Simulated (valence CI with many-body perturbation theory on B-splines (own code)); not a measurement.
**E1 transitions of Hg⁶⁶⁺**

Calculated by relativistic CI+MBPT: four valence electrons over a frozen Dirac-Fock core [Ne], radial functions for each j: 11 s, 11 p, 9 d, 7 f, 5 g, 2 h, 1 i, with the one-electron correlation potential Σ1 (screened to all orders), the two-electron term Σ2, the three-electron term Σ3, Breit, model QED; selected single and double excitations, second order for the rest (own B-spline code, finite nucleus).

The last digits are not significant, and no measured levels were compared; by estimate large intervals hold to a few tenths of a per cent, small ones and those within an open d or f shell to about a per cent.

Lines 101 to 150 of 277 in falling wavelength, among levels below 125.04 Ry, chosen from the strongest by gf and those to the six lowest levels. Wavelengths and rates use the calculated energies. Electric multipoles are in the length gauge, E1 and E2 with the static RPA response of the core. Weak lines are less certain than strong ones. Lines between different terms over intervals too small for the method are left out, as are lines whose strength nearly cancels. Where a level lies close to another of its J and parity, the split of strength between their lines is uncertain. The highest levels of a list are the least certain.

Levels are named by their leading jj configuration (3d3/2^4 stands for four electrons in 3d with j = 3/2), which in mixed levels can hold well under half, so a name can repeat and another be missing. Letters in brackets count levels of one name in rising energy.

| λ vac (nm) | Upper | Lower | A (s⁻¹) | S (a.u.) with core polarisation | S without |
| --- | --- | --- | --- | --- | --- |
| 3.261 | (3s 3p1/2 3p3/2 3d5/2) J=2 [d] | (3s 3p1/2 3p3/2^2) J=1 [b] | 5.10e+11 | 4.37e-02 | 4.42e-02 |
| 3.257 | (3s^2 3p3/2 3d5/2) J=1 | (3s^2 3p3/2^2) J=0 | 4.73e+11 | 2.42e-02 | 2.45e-02 |
| 3.253 | (3s 3p1/2^2 3d5/2) J=3 | (3s 3p1/2^2 3p3/2) J=2 | 3.15e+11 | 3.74e-02 | 3.78e-02 |
| 3.253 | (3s^2 3d3/2 3d5/2) J=2 | (3s^2 3p3/2 3d3/2) J=1 | 3.03e+11 | 2.57e-02 | 2.60e-02 |
| 3.252 | (3s^2 3d3/2 3d5/2) J=2 | (3s^2 3p3/2 3d3/2) J=2 | 1.77e+11 | 1.50e-02 | 1.52e-02 |
| 3.249 | (3s^2 3p1/2 3d5/2) J=2 | (3s^2 3p1/2 3p3/2) J=1 | 4.27e+11 | 3.61e-02 | 3.66e-02 |
| 3.248 | (3s 3p1/2 3p3/2 3d5/2) J=1 [c] | (3s 3p1/2 3p3/2^2) J=1 [a] | 3.75e+11 | 1.90e-02 | 1.93e-02 |
| 3.236 | (3s 3p1/2 3p3/2 3d5/2) J=2 [b] | (3s 3p1/2 3p3/2^2) J=3 | 1.21e+11 | 1.01e-02 | 1.03e-02 |
| 3.229 | (3s 3p1/2 3p3/2 3d5/2) J=2 [c] | (3s 3p1/2 3p3/2^2) J=1 [a] | 4.44e+11 | 3.69e-02 | 3.74e-02 |
| 3.229 | (3s 3p1/2 3p3/2 3d5/2) J=3 [a] | (3s 3p1/2 3p3/2^2) J=2 [a] | 4.89e+11 | 5.69e-02 | 5.76e-02 |
| 3.227 | (3s 3p1/2 3p3/2 3d5/2) J=3 [d] | (3s 3p1/2 3p3/2^2) J=2 [b] | 5.52e+11 | 6.41e-02 | 6.48e-02 |
| 3.221 | (3s^2 3d3/2 3d5/2) J=1 | (3s^2 3p3/2 3d3/2) J=0 | 2.41e+11 | 1.19e-02 | 1.21e-02 |
| 3.220 | (3s 3p1/2 3p3/2 3d5/2) J=2 [c] | (3s 3p1/2 3p3/2^2) J=2 [b] | 1.78e+11 | 1.47e-02 | 1.49e-02 |
| 3.219 | (3s 3p1/2 3p3/2 3d5/2) J=1 [b] | (3s 3p1/2 3p3/2^2) J=0 | 2.71e+11 | 1.34e-02 | 1.35e-02 |
| 3.218 | (3s 3p1/2 3p3/2 3d5/2) J=0 | (3s 3p1/2 3p3/2^2) J=1 [a] | 1.73e+11 | 2.85e-03 | 2.88e-03 |
| 3.212 | (3s^2 3d3/2 3d5/2) J=1 | (3s^2 3p3/2 3d3/2) J=1 | 2.26e+11 | 1.11e-02 | 1.12e-02 |
| 3.200 | (3s^2 3d3/2 3d5/2) J=4 | (3s^2 3p3/2 3d3/2) J=3 | 4.90e+11 | 7.13e-02 | 7.22e-02 |
| 3.169 | (3s^2 3p3/2 3d5/2) J=3 | (3s^2 3p3/2^2) J=2 | 8.68e+11 | 9.54e-02 | 9.65e-02 |
| 3.144 | (3s 3p1/2 3p3/2 3d5/2) J=4 [c] | (3s 3p1/2 3p3/2^2) J=3 | 3.26e+11 | 4.50e-02 | 4.55e-02 |
| 3.133 | (3s 3p1/2 3p3/2 3d5/2) J=3 [b] | (3s 3p1/2 3p3/2^2) J=2 [a] | 1.31e+11 | 1.39e-02 | 1.41e-02 |
| 3.126 | (3s 3p1/2^2 3d5/2) J=2 | (3s 3p1/2^2 3p3/2) J=2 | 6.88e+10 | 5.19e-03 | 5.25e-03 |
| 3.126 | (3s 3p1/2 3p3/2 3d5/2) J=1 [a] | (3s 3p1/2 3p3/2^2) J=2 [a] | 6.92e+10 | 3.13e-03 | 3.17e-03 |
| 3.076 | (3s^2 3p3/2 3d5/2) J=1 | (3s^2 3p3/2^2) J=2 | 8.32e+10 | 3.59e-03 | 3.63e-03 |
| 3.009 | (3s 3p1/2 3p3/2 3d5/2) J=3 [d] | (3s 3p1/2 3p3/2^2) J=3 | 5.82e+10 | 5.48e-03 | 5.55e-03 |
| 3.009 | (3s 3p1/2 3p3/2 3d5/2) J=3 [c] | (3s 3p1/2 3p3/2^2) J=2 [a] | 1.55e+11 | 1.46e-02 | 1.48e-02 |
| 1.835 | (3s 3p1/2 3p3/2 3d3/2) J=2 [a] | (3s^2 3p1/2 3d3/2) J=2 | 3.89e+10 | 5.93e-04 | 6.01e-04 |
| 1.819 | (3s 3p1/2 3p3/2^2) J=2 [a] | (3s^2 3p1/2 3p3/2) J=2 | 2.60e+10 | 3.86e-04 | 3.92e-04 |
| 1.815 | (3s 3p1/2 3p3/2 3d5/2) J=2 [a] | (3s^2 3p1/2 3d5/2) J=2 | 2.94e+11 | 4.34e-03 | 4.40e-03 |
| 1.811 | (3s^2 3d3/2^2) J=2 | (3s^2 3p1/2 3d5/2) J=2 | 1.82e+11 | 2.67e-03 | 2.70e-03 |
| 1.809 | (3s 3p1/2 3p3/2 3d3/2) J=1 [a] | (3s^2 3p1/2 3d3/2) J=2 | 3.93e+10 | 3.44e-04 | 3.49e-04 |
| 1.793 | (3s 3p1/2 3p3/2^2) J=2 [a] | (3s^2 3p1/2 3p3/2) J=1 | 9.83e+11 | 1.40e-02 | 1.42e-02 |
| 1.793 | (3s 3p1/2 3p3/2 3d3/2) J=3 [a] | (3s^2 3p1/2 3d3/2) J=2 | 3.67e+10 | 7.31e-04 | 7.41e-04 |
| 1.792 | (3s 3p1/2 3p3/2 3d3/2) J=2 [c] | (3s^2 3p1/2 3d3/2) J=1 | 1.12e+11 | 1.59e-03 | 1.61e-03 |
| 1.779 | (3s 3p1/2 3p3/2 3d3/2) J=2 [a] | (3s 3p1/2^2 3p3/2) J=1 | 3.66e+11 | 5.09e-03 | 5.15e-03 |
| 1.773 | (3p1/2^2 3p3/2^2) J=2 | (3s^2 3p1/2 3d3/2) J=2 | 9.48e+10 | 1.30e-03 | 1.32e-03 |
| 1.765 | (3s 3p1/2 3p3/2^2) J=3 | (3s^2 3p1/2 3p3/2) J=2 | 6.92e+11 | 1.31e-02 | 1.33e-02 |
| 1.761 | (3s 3p1/2 3p3/2 3d5/2) J=3 [b] | (3s^2 3p1/2 3d5/2) J=3 | 5.04e+11 | 9.51e-03 | 9.64e-03 |
| 1.761 | (3s 3p1/2 3p3/2 3d3/2) J=0 [a] | (3s 3p1/2^2 3p3/2) J=1 | 1.04e+11 | 2.81e-04 | 2.85e-04 |
| 1.754 | (3s 3p1/2 3p3/2 3d3/2) J=1 [a] | (3s 3p1/2^2 3p3/2) J=1 | 3.21e+07 | 2.56e-07 | 2.61e-07 |
| 1.751 | (3s 3p1/2 3p3/2 3d5/2) J=4 [b] | (3s^2 3p1/2 3d5/2) J=3 | 2.46e+11 | 5.87e-03 | 5.95e-03 |
| 1.740 | (3s 3p1/2 3p3/2 3d5/2) J=2 [b] | (3s^2 3p1/2 3d5/2) J=3 | 5.83e+11 | 7.58e-03 | 7.68e-03 |
| 1.738 | (3p1/2^2 3p3/2 3d3/2) J=2 | (3s 3p1/2^2 3d3/2) J=2 | 3.12e+11 | 4.04e-03 | 4.09e-03 |
| 1.721 | (3s 3p1/2 3p3/2 3d5/2) J=3 [c] | (3s^2 3p1/2 3d5/2) J=3 | 1.36e+11 | 2.40e-03 | 2.43e-03 |
| 1.720 | (3p1/2^2 3p3/2^2) J=2 | (3s 3p1/2^2 3p3/2) J=1 | 1.25e+12 | 1.57e-02 | 1.59e-02 |
| 1.719 | (3p1/2^2 3p3/2 3d3/2) J=2 | (3s 3p1/2^2 3d3/2) J=1 | 1.30e+11 | 1.63e-03 | 1.65e-03 |
| 1.717 | (3s 3p1/2 3p3/2 3d5/2) J=3 [c] | (3s^2 3p1/2 3d5/2) J=2 | 3.02e+12 | 5.28e-02 | 5.35e-02 |
| 1.714 | (3s 3p1/2 3p3/2 3d3/2) J=1 [d] | (3s^2 3p1/2 3d3/2) J=1 | 1.24e+12 | 9.25e-03 | 9.37e-03 |
| 1.713 | (3s 3p1/2 3p3/2 3d5/2) J=4 [c] | (3s^2 3p1/2 3d5/2) J=3 | 1.96e+12 | 4.38e-02 | 4.44e-02 |
| 1.713 | (3s 3p1/2 3p3/2 3d3/2) J=2 [d] | (3s^2 3p1/2 3d3/2) J=1 | 3.26e+12 | 4.05e-02 | 4.10e-02 |
| 1.711 | (3s 3p1/2 3p3/2^2) J=0 | (3s^2 3p1/2 3p3/2) J=1 | 1.27e+12 | 3.13e-03 | 3.18e-03 |
